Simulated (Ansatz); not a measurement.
Ansatz (an electronic-structure program) input (CCSD(T)/aug-cc-pVDZ):

Ansatz 0.2 input:
```yaml
crystal:
  periodic: [false, false, false]
  atoms:
    - {symbol: Ga, position_ang: [1.06284164, -0.19159123, -0.35720940]}
    - {symbol: Br, position_ang: [-0.61806743, 1.64249970, -1.11577861]}
    - {symbol: Br, position_ang: [-0.32330659, -1.47280461, 1.43216408]}
basis:
  gaussian:
    orbitals: aug-cc-pVDZ
total_charge: -1
magnetization: {spin_polarized: false}
correlation: {method: ccsd_t, electrons: outside_noble_gas}
output: {forces: true}
```

End of the output:

```
integrals: 0.19 GiB planned
1196 factors; integrals over basis functions are off by at most 4.9e-4 eV
mean field: 0.87 GiB planned
mean field evaluation 1: about -192334.7781 eV, gradient 7.9e0 eV
mean field evaluation 2: about -192334.7904 eV, gradient 7.9e0 eV
mean field evaluation 4: about -192335.1256 eV, gradient 8.9e-1 eV
mean field evaluation 8: about -192335.1359 eV, gradient 2.3e-3 eV
mean field evaluation 16: about -192335.1189 eV, gradient 2.9e-1 eV
mean field evaluation 32: about -192321.6356 eV, gradient 1.4e1 eV
mean field -192335.13589521 eV, -7068.1858747116 hartree, gradient 1.3e-6 eV, S^2 0.000000; 1 other end points of the search recorded, 0 dependent functions left out
42 core orbitals not correlated
reference -192335.13589521 eV, -7068.1858747116 hartree; 9, 9 occupied and 57, 57 virtual orbitals, 1196 factors
densities: 0.40 GiB planned
second order -8.27215124 eV of doubles, -0.00000000 eV of singles
coupled cluster: 0.25 GiB planned
cycle   1  -8.83167745 eV  change   -5.6e-1 eV  update   7.9e-2
cycle   2  -9.03533081 eV  change   -2.0e-1 eV  update   2.6e-2
cycle   3  -9.07572429 eV  change   -4.0e-2 eV  update   1.2e-2
cycle   4  -9.07300655 eV  change    2.7e-3 eV  update   3.2e-3
cycle   5  -9.07178102 eV  change    1.2e-3 eV  update   1.1e-3
cycle   6  -9.07183549 eV  change   -5.4e-5 eV  update   4.0e-4
cycle   7  -9.07188658 eV  change   -5.1e-5 eV  update   1.5e-4
cycle   8  -9.07190437 eV  change   -1.8e-5 eV  update   5.9e-5
cycle   9  -9.07190555 eV  change   -1.2e-6 eV  update   1.9e-5
cycle  10  -9.07190080 eV  change    4.8e-6 eV  update   6.3e-6
cycle  11  -9.07189975 eV  change    1.1e-6 eV  update   2.3e-6
perturbative correction -0.27393406 eV, -0.0100668912 hartree
the calculation of the forces begins
Total energy: -192344.48172903 eV, -7068.5293277695 hartree
Atom 0 at     1.062842    -0.191591    -0.357209 Å, force     0.126676    -0.022835    -0.042574 eV/Å
Atom 1 at    -0.618067     1.642500    -1.115779 Å, force    -0.067865     0.059261    -0.017843 eV/Å
Atom 2 at    -0.323307    -1.472805     1.432164 Å, force    -0.058811    -0.036426     0.060418 eV/Å
Dipole moment:     0.299374    -0.053966    -0.100616 e Å
```
